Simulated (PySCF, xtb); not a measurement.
C₂H₅ClFNSi, SMILES N[Si@H](Cl)/C=C/F. Other conformers were not sampled.

Harmonic wavenumbers (cm⁻¹) from GFN2-xTB (xtb) at its own minimum, in rising order: 56, 92, 140, 143, 187, 262, 293, 405, 421, 489, 607, 683, 731, 778, 814, 915, 993, 1074, 1197, 1273, 1502, 1674, 2273, 3061, 3082, 3481, 3529.

**Question.** What does PBE-D3(BJ)/def2-SVP in PySCF 2.14.0 give at its own minimum? (An estimate is asked for; the answer gives what the named calculation found.)

**Answer.** 80, 117, 164, 212, 255, 315, 346, 428, 448, 501, 697, 751, 811, 831, 860, 894, 944, 1118, 1161, 1296, 1492, 1656, 2197, 3099, 3110, 3482, 3579. Paired by order, the mean absolute difference is 41 cm⁻¹ and the zero-point energies are 43.1 and 44.1 kcal/mol.
